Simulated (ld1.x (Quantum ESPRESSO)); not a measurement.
What one change does to a pseudopotential (Te (Z = 52), TM)

```
Element                 : tellurium (Te)
Generator               : ld1.x (Quantum ESPRESSO) 7.5
Type                    : norm-conserving Troullier–Martins (Kleinman–Bylander form)
Functional              : PBE
Relativity              : scalar-relativistic
Frozen core             : [Kr] 4d10
Valence charge          : 6
Reference configuration : 5s2 5p4
Partial waves           : 5s (bound): rc 1.70 bohr; 5p (bound): rc 2.05 bohr; 5d channel at 0.3 Ry: rc 2.20 bohr
Local potential         : the d channel
Core correction         : none
```

Change: wave 5p (bound): rc 2.05 bohr becomes 5p (bound): rc 1.32 bohr.

Cutoffs: the cutoffs (Ry, on a coarse ladder) from which the occupation-weighted sum of valence levels, in a spherical-Bessel basis at the reference potential, stays within 10 and 1 mRy of its value at 400 Ry; they do not see the model core or the augmentation charge, which bear on the density cutoff. Errors are all-electron minus pseudo energies relative to the spin-unpolarised reference configuration.

Question: What does the change do?

Answer: Both files keep a bound ghost (p, s); of the 7 tests that both files solve, the error grows in 0 and shrinks in 4 by more than 15 % and 0.3 meV (median size 23.0 → 23.2 meV). Less of the atom is replaced, so other configurations are described better.

```csv
quantity,base,changed
"cutoff, loose",30 Ry,200 Ry
"cutoff, tight",55 Ry,over 300 Ry
loose cutoff by channel (10 mRy a level),"s 15 Ry, p 15 Ry","s 15 Ry, p 180 Ry"
bound ghosts,"s, p","s, p"
"error for 5s2 5p3, meV [ΔE 9.73 eV]",-15,-12
"error for 5s2 5p2, meV [ΔE 27.65 eV]",-66,-58
"error for 5s2 5p1, meV [ΔE 54.55 eV]",-142,-117
"error for 5s2 5p4.3, meV [ΔE -1.47 eV]",-0.2,-0.2
"error for 5s1 5p4, meV [ΔE 19.57 eV]",-23,+23
"error for 5s2 5p0, meV [ΔE 91.03 eV]",-148,+25
"error for 5s2 5p3.5, meV [ΔE 3.90 eV]",-3.6,-2.9
s: phases at 2.41 bohr within 0.05 rad from the reference energy up to (Ry; the scan ends near 5),2.8,2.8
p: phases at 2.41 bohr within 0.05 rad from the reference energy up to (Ry; the scan ends near 5),3.1,3.6
d: phases at 2.41 bohr within 0.05 rad from the reference energy up to (Ry; the scan ends near 5),0.9,0.9
```

 A true bound ghost makes a file unfit for plane-wave use even where its test errors are small: the radial tests pick states by their node count and pass the ghost by.
